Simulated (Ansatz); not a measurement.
CHBF$_{2}$O (`O=CB(F)F`), relaxed with RKS PBE0-D4/def2-TZVP in Ansatz 0.2.0 from a PBE-D4/def2-SVP geometry. The force threshold is 0.005 eV/Å; the program also tests the step.

Charge 0, multiplicity 1.

Start:

```xyz
6

O    -1.372    0.775   -0.880
C    -0.649   -0.136   -0.511
B     0.603    0.121    0.476
F     0.845    1.322    0.969
F     1.409   -0.880    0.806
H    -0.836   -1.202   -0.860
```

(1) By how much does the energy fall, and how many steps does the optimiser take? (Best estimate.)

(2) Which bonds change most? (Best estimate.)

(3) Give the relaxed structure. (Best estimate.)

Results:

(1) Computed: 3.00 kJ/mol, in 6 steps.

(2) Computed: C2–H6 from 1.137 to 1.113 Å; O1–C2 from 1.220 to 1.205 Å; B3–F4 from 1.320 to 1.307 Å; B3–F5 from 1.327 to 1.314 Å.

(3) Ansatz gave: 
```xyz
6

O    -1.377    0.753   -0.851
C    -0.643   -0.138   -0.509
B     0.600    0.122    0.475
F     0.854    1.316    0.942
F     1.380   -0.878    0.819
H    -0.815   -1.175   -0.875
```
